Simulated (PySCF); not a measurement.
Polarisability and C₆ of Sb⁺ (antimony, charge +1)

[Kr] 4d10 5s2 5p2, high-spin 3P determinant. Computed with PySCF 2.14 in ANO-RCC-VTZP (7s6p4d2f1g, 68 functions), with scalar relativity by spin-free X2C-1e. Coupled (time-dependent) response in atomic units; α is the mean over directions. The basis has no added diffuse functions, which lowers α and C₆.

```json
{"method": "UHF", "mean α (bohr³)": "22.12", "α xx, yy, zz": "21.40, 22.48, 22.48", "C₆ (like pair)": "184.9", "S(−4)": "114.3"}
{"method": "PBE", "mean α (bohr³)": "21.52", "α xx, yy, zz": "19.97, 22.29, 22.29", "C₆ (like pair)": "178.7", "S(−4)": "105.8"}
{"method": "PBE0", "mean α (bohr³)": "21.53", "α xx, yy, zz": "20.28, 22.15, 22.15", "C₆ (like pair)": "178.7", "S(−4)": "105.1"}
```

S(−4) is the Cauchy moment in α(ω) = α(0) + S(−4) ω² + …

Spin-orbit coupling is absent.

α(iu) at UHF:

```tsv
u (hartree)	α(iu) (bohr³)
0	22.12
0.0500	21.84
0.100	21.05
0.200	18.50
0.300	15.56
0.500	10.68
0.750	7.017
1.00	5.005
1.50	3.046
2.00	2.124
3.00	1.244
5.00	0.5862
```

For an ion, C₆ is the dispersion term alone; charge-induced terms of lower order in 1/R come first.

The components differ because the open shell of this determinant is not spherical; for a pure term their mean is the scalar polarisability.
